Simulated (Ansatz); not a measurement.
`O[Si](O)(Cl)[SiH2]Cl` → `O[Si@@H](Cl)[Si@@H](O)Cl`  (isomerisation)

Computed with Ansatz on PBE0-D4/def2-TZVP structures; ΔE is electronic, products minus reactants. CCSD(T)/CBS is the MP2 limit (def2-TZVPP, def2-QZVPP) plus CCSD(T) − MP2 in def2-TZVPP, frozen cores. Functionals use def2-TZVPP. B3LYP here is the variant with VWN-RPA as its local correlation; programs differ in this. One conformer a species, not always the lowest.

`O[Si](O)(Cl)[SiH2]Cl`:

```xyz
10

O    -1.544   -0.295   -1.118
Si   -0.663    0.266    0.139
O    -1.333   -0.270    1.519
Cl   -0.671    2.328    0.045
Si    1.561   -0.441    0.103
Cl    2.278    0.070   -1.766
H    -1.437    0.136   -1.968
H    -2.271   -0.129    1.668
H     1.689   -1.911    0.255
H     2.390    0.246    1.122
```

`O[Si@@H](Cl)[Si@@H](O)Cl`:

Cartesian coordinates in Å:
```
O -1.142 1.815 -0.156
Si -0.515 0.631 -1.095
Cl 1.062 1.314 -2.237
Si 0.365 -1.027 0.307
O 0.809 -0.147 1.623
Cl -1.087 -2.405 0.803
H -0.667 2.016 0.654
H -1.580 0.209 -2.026
H 1.501 -1.821 -0.225
H 1.254 -0.584 2.352
```

| level | ΔE (kJ/mol) | difference from CCSD(T)/CBS |
| --- | --- | --- |
| r2SCAN-D4 | 17.3 | 0.2 |
| PBE0-D4 | 17.0 | -0.1 |
| B3LYP-D4 | 16.1 | -1.0 |
| ωB97X-V | 16.5 | -0.6 |
| ωB97M-V | 16.9 | -0.2 |
| B2PLYP | 15.3 | -1.8 |
| r2SCAN | 17.1 | 0.0 |
| PBE0 | 16.1 | -1.0 |
| HF/def2-TZVPP | 18.0 | 0.9 |
| MP2/def2-TZVPP | 16.6 | -0.5 |
| SCS-MP2/def2-TZVPP | 15.9 | -1.2 |
| CCSD/def2-TZVPP | 17.5 | 0.4 |
| MP2/def2-QZVPP | 16.5 | -0.6 |
| HF/CBS(def2) | 18.1 | 1.0 |
| MP2/CBS(def2) | 16.4 | -0.7 |
| CCSD/CBS(def2) | 17.4 | 0.3 |
| CCSD(T)/CBS | 17.1 | 0 |

Largest T1 diagnostic among the species: 0.011.
